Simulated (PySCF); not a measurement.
1,1-dichlorobuta-1,3-diene (C4H4Cl2), SMILES C=CC=C(Cl)Cl.

Geometry: B3LYP-D3(BJ)/def2-SVP. One conformer was computed; it need not be the lowest.

All values below come from PBE/def2-TZVP (PySCF).

Gas-phase values at a fixed geometry.

The total energy comes out as -1074.69714 hartree and the point group is Cs. The highest occupied level is -5.78 eV, the lowest empty level is -2.32 eV and the orbital gap is 3.46 eV. The dipole moment is 1.26 D and the quadrupole, principal values (traceless, Buckingham form, about the centre of nuclear charge) is -5.42, 2.41, 3.02 D·Å. The mean static polarisability is 82.9 bohr³ (12.28 Å³) and the polarisability, principal values is 43.3, 75.9, 129.4 bohr³.
